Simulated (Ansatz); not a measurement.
Relaxation of CH8OSi3 (13 atoms, charge 0, multiplicity 1), to a largest force component of 0.015 eV/Å in at most 40 steps.

Level of theory: RKS r2SCAN-D4/STO-3G in Ansatz.

```xyz
13
Properties=species:S:1:pos:R:3
C -1.962 -0.123 0.151
Si -0.321 -0.330 0.769
Si 1.130 -1.024 -0.807
O 1.485 0.553 -1.315
Si 1.150 1.280 0.143
H -2.567 -1.005 0.106
H -2.001 0.341 -0.869
H -2.539 0.624 0.772
H -0.195 -0.878 2.190
H 2.415 -1.618 -0.226
H 0.541 -1.847 -1.845
H 2.413 1.346 0.987
H 0.472 2.645 -0.040
```

Where does it end, and by what steps?

The forces met the threshold. Limits of this set-up: minimal basis. After 12 steps the energy has fallen by 1.100 eV; O4 moved furthest, 0.79 Å.

| step | energy less start (eV) | largest force component (eV/Å) | accepted |
| --- | --- | --- | --- |
| 0 | 0.0000 | 4.060 | yes |
| 1 | -0.8928 | 1.543 | yes |
| 2 | -1.0111 | 0.440 | yes |
| 3 | -1.0421 | 0.376 | yes |
| 4 | -1.0604 | 0.291 | yes |
| 5 | -1.0784 | 0.258 | yes |
| 6 | -1.0929 | 0.047 | yes |
| 7 | -1.0151 | 0.926 | no |
| 8 | -1.0954 | 0.035 | yes |
| 9 | -1.0983 | 0.046 | yes |
| 10 | -1.0990 | 0.076 | yes |
| 11 | -1.0998 | 0.050 | yes |
| 12 | -1.1003 | 0.005 | yes |

```xyz
13
Properties=species:S:1:pos:R:3
C -2.077 -0.122 0.255
Si -0.254 -0.286 0.695
Si 1.194 -1.123 -0.835
O 2.107 0.366 -0.866
Si 1.175 1.400 0.190
H -2.580 -1.096 0.292
H -2.213 0.285 -0.754
H -2.594 0.544 0.956
H -0.135 -0.830 2.036
H 2.061 -2.237 -0.478
H 0.669 -1.434 -2.158
H 2.029 1.961 1.228
H 0.639 2.539 -0.544
```

Whether the end is a true minimum wasn't checked by a vibrational analysis.

The run took 2.2 min on 1 thread of Intel(R) Xeon(R) Processor @ 2.50GHz (Skylake/Cascade Lake), on a shared host, peak memory 0.17 GiB.
